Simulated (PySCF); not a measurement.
C$_{2}$ClO$_{2}$Pt (SMILES [O+]#[C-]->[Pt+]([Cl])<-[C-]#[O+]), charge +1, singlet, at a GFN2-xTB geometry (such geometries of metal compounds can be far from the true shape) (the multiplicity is a formal guess) (core potentials on Pt); DF-BLYP/def2-SV(P) (PySCF).

Here is a job for PySCF.
```python
from pyscf import gto, scf, dft

mol = gto.Mole()
mol.atom = '''
    Pt   -0.100349   -0.078233    0.007090
    Cl   -1.702310   -1.327132    0.120268
    O     0.411658    2.551488   -1.398420
    C     0.315076    1.582711   -0.843089
    O     2.688103   -0.134894    1.179423
    C     1.679659   -0.027603    0.702162
'''
mol.basis = 'def2-sv(p)'
mol.ecp = {'Pt': 'def2-sv(p)'}
mol.charge = 1
mol.spin = 0
mol.verbose = 4
mol.symmetry = True
mol.build()

mf = dft.RKS(mol)
mf.xc = 'blyp'
mf.irrep_nelec = {'A1': 30, 'A2': 6, 'B1': 8, 'B2': 18}
mf = mf.density_fit(auxbasis='def2-universal-jkfit')
mf.kernel()
mf.analyze()
```

It wrote (shortened):

```
PySCF version 2.14.0

[INPUT] verbose = 4
[INPUT] num. atoms = 6
[INPUT] num. electrons = 62
[INPUT] charge = 1
[INPUT] spin (= nelec alpha-beta = 2S) = 0
[INPUT] symmetry True subgroup None
[INPUT] Mole.unit = angstrom
[INPUT] Symbol           X                Y                Z      unit          X                Y                Z       unit  Magmom
[...]
nuclear repulsion = 324.635881077468
point group symmetry = C2v
symmetry origin: [ 9.21817622e-08 -2.76545287e-07  5.83817827e-07]
symmetry axis x: [ 0.32838427 -0.49416551 -0.80496225]
symmetry axis y: [ 0.52164694 -0.61558395  0.59071218]
symmetry axis z: [ 0.78743142  0.61388668 -0.05563184]
num. orbitals of irrep A1 = 42
num. orbitals of irrep A2 = 11
num. orbitals of irrep B1 = 17
num. orbitals of irrep B2 = 29
number of shells = 43
number of NR pGTOs = 182
number of NR cGTOs = 99
basis = def2-sv(p)
ecp = {'Pt': 'def2-sv(p)'}

******** <class 'pyscf.df.df_jk.DFSymAdaptedRKS'> ********
method = DFSymAdaptedRKS
initial guess = minao
damping factor = 0
level_shift factor = 0
DIIS = <class 'pyscf.scf.diis.CDIIS'>
diis_start_cycle = 1
diis_space = 8
diis_damp = 0
SCF conv_tol = 1e-09
SCF conv_tol_grad = None
SCF max_cycles = 50
direct_scf = False
XC library pyscf.dft.libxc version 7.1.2
    S. Lehtola, C. Steigemann, M. J. T. Oliveira, and M. A. L. Marques,  SoftwareX 7, 1–5 (2018)
XC functionals = blyp
    A. D. Becke,  Phys. Rev. A 38, 3098 (1988)
    C. Lee, W. Yang, and R. G. Parr,  Phys. Rev. B 37, 785 (1988)
    B. Miehlich, A. Savin, H. Stoll, and H. Preuss,  Chem. Phys. Lett. 157, 200 (1989)
radial grids:
    Treutler-Ahlrichs [JCP 102, 346 (1995); DOI:10.1063/1.469408] (M4) radial grids

becke partition: Becke, JCP 88, 2547 (1988); DOI:10.1063/1.454033
pruning grids: <function nwchem_prune>
grids dens level: 3
symmetrized grids: True
atomic radii adjust function: <function treutler_atomic_radii_adjust>
small_rho_cutoff = 0
Freeze 62 electrons in irreps ['A1', 'A2', 'B1', 'B2']
    0 free electrons in irreps
Set gradient conv threshold to 3.16228e-05
Initial guess from minao.
tot grids = 99592
init E= -795.235274625997
HOMO (A2) = -0.372182269400852  LUMO (B1) = -0.634223698947179  gap/eV = -7.13051

WARN: A1 LUMO -0.399190917695965 < system HOMO -0.372182269400852

WARN: A2 HOMO -0.372182269400852 > system LUMO -0.634223698947179

WARN: B1 LUMO -0.634223698947179 < system HOMO -0.372182269400852

WARN: B2 LUMO -0.572481479335332 < system HOMO -0.372182269400852

cycle= 1 E= -803.817214694255  delta_E= -8.58  |g|= 1.93  |ddm|= 8.74
HOMO (A2) = -0.0953651165885953  LUMO (B1) = -0.302454987367691  gap/eV = -5.63520

WARN: A1 HOMO -0.236927127451998 > system LUMO -0.302454987367691

WARN: A1 LUMO -0.202112450694042 < system HOMO -0.0953651165885953

WARN: A2 HOMO -0.0953651165885953 > system LUMO -0.302454987367691

WARN: B1 LUMO -0.302454987367691 < system HOMO -0.0953651165885953

WARN: B2 LUMO -0.246895211728658 < system HOMO -0.0953651165885953

cycle= 2 E= -781.761748328486  delta_E= 22.1  |g|= 9.72  |ddm|= 10.6
HOMO (A2) = -0.0783083330042151  LUMO (B1) = -0.339921222530837  gap/eV = -7.11885

WARN: A1 HOMO -0.301884268609778 > system LUMO -0.339921222530837

WARN: A1 LUMO -0.186556228812053 < system HOMO -0.0783083330042151

WARN: A2 HOMO -0.0783083330042151 > system LUMO -0.339921222530837

WARN: B1 LUMO -0.339921222530837 < system HOMO -0.0783083330042151

WARN: B2 LUMO -0.269060232005955 < system HOMO -0.0783083330042151

cycle= 3 E= -803.00100090626  delta_E= -21.2  |g|= 2.78  |ddm|= 9.26
HOMO (A2) = -0.112584980181193  LUMO (B1) = -0.453349623451548  gap/eV = -9.27268

WARN: A1 LUMO -0.270929749603009 < system HOMO -0.112584980181193

WARN: A2 HOMO -0.112584980181193 > system LUMO -0.453349623451548

WARN: B1 LUMO -0.453349623451548 < system HOMO -0.112584980181193

WARN: B2 LUMO -0.396943640204656 < system HOMO -0.112584980181193

cycle= 4 E= -803.082771226376  delta_E= -0.0818  |g|= 2.35  |ddm|= 3.83
HOMO (A2) = -0.198554482938661  LUMO (B1) = -0.518007052932588  gap/eV = -8.69275

WARN: A1 HOMO -0.497938009951553 > system LUMO -0.518007052932588

WARN: A1 LUMO -0.237321686996398 < system HOMO -0.198554482938661

WARN: A2 HOMO -0.198554482938661 > system LUMO -0.518007052932588

WARN: B1 LUMO -0.518007052932588 < system HOMO -0.198554482938661

WARN: B2 LUMO -0.378859415281575 < system HOMO -0.198554482938661

cycle= 5 E= -804.842459643016  delta_E= -1.76  |g|= 0.876  |ddm|=    3
HOMO (A2) = -0.223410431485526  LUMO (B1) = -0.523611510174822  gap/eV = -8.16889

WARN: A1 HOMO -0.518234278220989 > system LUMO -0.523611510174822

WARN: A1 LUMO -0.254933031750907 < system HOMO -0.223410431485526

WARN: A2 HOMO -0.223410431485526 > system LUMO -0.523611510174822

WARN: B1 LUMO -0.523611510174822 < system HOMO -0.223410431485526

WARN: B2 LUMO -0.405162287834085 < system HOMO -0.223410431485526

cycle= 6 E= -804.95966163933  delta_E= -0.117  |g|= 0.584  |ddm|= 0.937
HOMO (A2) = -0.208995502241716  LUMO (B1) = -0.543447955216255  gap/eV = -9.10091

WARN: A1 HOMO -0.533492135540998 > system LUMO -0.543447955216255

WARN: A1 LUMO -0.248825727754078 < system HOMO -0.208995502241716

WARN: A2 HOMO -0.208995502241716 > system LUMO -0.543447955216255

WARN: B1 LUMO -0.543447955216255 < system HOMO -0.208995502241716

WARN: B2 LUMO -0.405757995336601 < system HOMO -0.208995502241716

cycle= 7 E= -805.033956752796  delta_E= -0.0743  |g|= 0.124  |ddm|= 0.577
HOMO (A2) = -0.216031081438476  LUMO (B1) = -0.544613475045989  gap/eV = -8.94118

WARN: A1 HOMO -0.535066532276452 > system LUMO -0.544613475045989

WARN: A1 LUMO -0.253636748393802 < system HOMO -0.216031081438476

WARN: A2 HOMO -0.216031081438476 > system LUMO -0.544613475045989

WARN: B1 LUMO -0.544613475045989 < system HOMO -0.216031081438476

WARN: B2 LUMO -0.410777995533401 < system HOMO -0.216031081438476

cycle= 8 E= -805.037566967861  delta_E= -0.00361  |g|= 0.0307  |ddm|= 0.119
HOMO (A2) = -0.214744123853712  LUMO (B1) = -0.542940803451814  gap/eV = -8.93069

WARN: A1 HOMO -0.533646970376197 > system LUMO -0.542940803451814

WARN: A1 LUMO -0.252399198521365 < system HOMO -0.214744123853712

WARN: A2 HOMO -0.214744123853712 > system LUMO -0.542940803451814

WARN: B1 LUMO -0.542940803451814 < system HOMO -0.214744123853712

WARN: B2 LUMO -0.409041939515077 < system HOMO -0.214744123853712

cycle= 9 E= -805.03786674034  delta_E= -0.0003  |g|= 0.00381  |ddm|= 0.0366
HOMO (A2) = -0.215015518577416  LUMO (B1) = -0.543321872372789  gap/eV = -8.93367

WARN: A1 HOMO -0.533910980680916 > system LUMO -0.543321872372789

WARN: A1 LUMO -0.252723867428544 < system HOMO -0.215015518577416

WARN: A2 HOMO -0.215015518577416 > system LUMO -0.543321872372789

WARN: B1 LUMO -0.543321872372789 < system HOMO -0.215015518577416

WARN: B2 LUMO -0.40936657741091 < system HOMO -0.215015518577416

cycle= 10 E= -805.037863903705  delta_E= 2.84e-06  |g|= 0.00426  |ddm|= 0.00999
HOMO (A2) = -0.214998143866662  LUMO (B1) = -0.543141473734936  gap/eV = -8.92923

WARN: A1 HOMO -0.533816968869553 > system LUMO -0.543141473734936

WARN: A1 LUMO -0.252657664313338 < system HOMO -0.214998143866662

WARN: A2 HOMO -0.214998143866662 > system LUMO -0.543141473734936

WARN: B1 LUMO -0.543141473734936 < system HOMO -0.214998143866662

WARN: B2 LUMO -0.409243606268298 < system HOMO -0.214998143866662

cycle= 11 E= -805.037870282296  delta_E= -6.38e-06  |g|= 0.00118  |ddm|= 0.00715
HOMO (A2) = -0.214943171597603  LUMO (B1) = -0.543130482299959  gap/eV = -8.93043

WARN: A1 HOMO -0.533791307037786 > system LUMO -0.543130482299959

WARN: A1 LUMO -0.252618834227183 < system HOMO -0.214943171597603

WARN: A2 HOMO -0.214943171597603 > system LUMO -0.543130482299959

WARN: B1 LUMO -0.543130482299959 < system HOMO -0.214943171597603

WARN: B2 LUMO -0.409219493417095 < system HOMO -0.214943171597603

cycle= 12 E= -805.03787082472  delta_E= -5.42e-07  |g|= 0.000101  |ddm|= 0.00163
HOMO (A2) = -0.214946320359829  LUMO (B1) = -0.543130901117951  gap/eV = -8.93036

WARN: A1 HOMO -0.533793196511659 > system LUMO -0.543130901117951

WARN: A1 LUMO -0.252621021392076 < system HOMO -0.214946320359829

WARN: A2 HOMO -0.214946320359829 > system LUMO -0.543130901117951

WARN: B1 LUMO -0.543130901117951 < system HOMO -0.214946320359829

WARN: B2 LUMO -0.409220849730895 < system HOMO -0.214946320359829

cycle= 13 E= -805.037870828384  delta_E= -3.66e-09  |g|= 1.39e-05  |ddm|= 0.000144
HOMO (A2) = -0.21494599067379  LUMO (B1) = -0.543131128840493  gap/eV = -8.93037

WARN: A1 HOMO -0.533793298947195 > system LUMO -0.543131128840493

WARN: A1 LUMO -0.252620880920925 < system HOMO -0.21494599067379

WARN: A2 HOMO -0.21494599067379 > system LUMO -0.543131128840493

WARN: B1 LUMO -0.543131128840493 < system HOMO -0.21494599067379

WARN: B2 LUMO -0.409221192398894 < system HOMO -0.21494599067379

cycle= 14 E= -805.037870828438  delta_E= -5.46e-11  |g|= 7.87e-06  |ddm|= 2.38e-05
HOMO (A2) = -0.214946291625619  LUMO (B1) = -0.543129943644209  gap/eV = -8.93033

WARN: A1 HOMO -0.53379225777118 > system LUMO -0.543129943644209

WARN: A1 LUMO -0.252620671376313 < system HOMO -0.214946291625619

WARN: A2 HOMO -0.214946291625619 > system LUMO -0.543129943644209

WARN: B1 LUMO -0.543129943644209 < system HOMO -0.214946291625619

WARN: B2 LUMO -0.409219754640305 < system HOMO -0.214946291625619

Extra cycle  E= -805.037870827783  delta_E= 6.56e-10  |g|= 4.98e-05  |ddm|= 5.5e-05
converged SCF energy = -805.037870827783
**** SCF Summaries ****
Total Energy =                        -805.037870827782854
Nuclear Repulsion Energy =             324.635881077468184
One-electron Energy =                -1780.841062488979333
Two-electron Energy =                  651.167310583728295
Two-electron Coulomb Energy =          718.608988559492218
DFT Exchange-Correlation Energy =      -67.441677975763866
HOMO-LUMO gap [eV] =                    -8.930332040531216
Wave-function symmetry = A1
occupancy for each irrep:     A1   A2   B1   B2
                              15    3    4    9
**** MO energy ****
[...]
WARN: System has nonzero charge 1; the dipole moment is origin-dependent.
Location of origin: [0. 0. 0.]

Dipole moment(X, Y, Z, Debye): -3.31113, -2.58138,  0.23393
```
